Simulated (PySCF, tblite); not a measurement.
Isomers of C4H10F3NSi2. Computed with GFN2-xTB (tblite): harmonic, unscaled wavenumbers at the GFN2-xTB geometry, gas phase. The method is semi-empirical: single wavenumbers can be off by several per cent or more. Modes of hydrogen on silicon can be 10 to 20 % off. One conformer each.

Electronic energies: PBE0/pcSseg-1 single points on the GFN2-xTB geometries (PySCF, gas phase).

```tsv
SMILES	electronic energy, lowest = 0 (kcal/mol)
FC(F)(F)CN1[SiH2]CC[SiH2]1	0.0
CN([SiH3])C[SiH2]C(F)=C(F)F	75.4
C=C[Si@@H](NC[SiH3])C(F)(F)F	46.0
FC(F)[Si@H](N[SiH3])C1(F)CC1	42.2
FC(F)(F)[Si@@]1(C[SiH3])CCN1	25.1
```

**Question.** How do GFN2-xTB zero-point energies change the relative energies?

**Answer.** 
| SMILES | ZPE (kcal/mol) | of it from modes above 1550 cm⁻¹ | electronic (kcal/mol) | with ZPE, lowest = 0 (kcal/mol) | lowest mode (cm⁻¹) | rings |
| --- | --- | --- | --- | --- | --- | --- |
| FC(F)(F)CN1[SiH2]CC[SiH2]1 | 84.8 | 38.3 | 0.0 | 0.0 | 21 | 1 |
| FC(F)(F)[Si@@]1(C[SiH3])CCN1 | 84.6 | 40.4 | 25.1 | 24.8 | 16 | 1 |
| FC(F)[Si@H](N[SiH3])C1(F)CC1 | 82.8 | 39.8 | 42.2 | 40.2 | 19 | 1 |
| C=C[Si@@H](NC[SiH3])C(F)(F)F | 81.8 | 41.8 | 46.0 | 42.9 | 12 | 0 |
| CN([SiH3])C[SiH2]C(F)=C(F)F | 80.9 | 39.5 | 75.4 | 71.4 | 5 | 0 |

The zero-point energies span 3.9 kcal/mol, from `CN([SiH3])C[SiH2]C(F)=C(F)F` to `FC(F)(F)CN1[SiH2]CC[SiH2]1`. The order is unchanged.

**Question.** And how do the electronic energies of GFN2-xTB itself compare?

**Answer.** `FC(F)(F)CN1[SiH2]CC[SiH2]1` 0.0; `FC(F)(F)[Si@@]1(C[SiH3])CCN1` 45.0; `FC(F)[Si@H](N[SiH3])C1(F)CC1` 28.1; `C=C[Si@@H](NC[SiH3])C(F)(F)F` 52.2; `CN([SiH3])C[SiH2]C(F)=C(F)F` 49.1 kcal/mol, lowest = 0. Against the energies above, taken from the same isomer `FC(F)(F)CN1[SiH2]CC[SiH2]1`, the largest difference is 26.3 kcal/mol.
